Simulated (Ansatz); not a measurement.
Two isomers of CH5ClFNSi: A = `N[SiH](F)CCl`, B = `C[Si](N)(F)Cl`.

Isolated molecules relaxed with PBE0-D4/def2-TZVP in Ansatz; ΔE leaves out vibrations. CCSD(T)/CBS adds triple-zeta CCSD(T) − MP2 to the extrapolated MP2 energy (def2 sets, frozen cores). Functionals use def2-TZVPP. B3LYP here is the variant with VWN-RPA as its local correlation; programs differ in this. Each species was taken in one conformer, which may not be the lowest.

(1) Which isomer does CCSD(T)/CBS put lower? Give the gap. (Best estimate.)

(2) Give E(B) − E(A) in kJ/mol with MP2/def2-TZVPP, CCSD/def2-TZVPP, CCSD(T)/def2-TZVPP, B3LYP-D4, ωB97M-V, r2SCAN-D4, B3LYP. (An estimate is asked.)

Largest T1 diagnostic: 0.010.

## Answers

(1) Computed: B, by 190.6 kJ/mol.

(2) Ansatz gave: MP2/def2-TZVPP -196.1, CCSD/def2-TZVPP -190.4, CCSD(T)/def2-TZVPP -189.6, B3LYP-D4 -188.2, ωB97M-V -192.7, r2SCAN-D4 -196.7, B3LYP -185.9. None reverses the order clearly.

From PBE to PBE0 (25 % exact exchange), in def2-TZVPP and without D4, E(B) − E(A) moves by −5.7 kJ/mol.
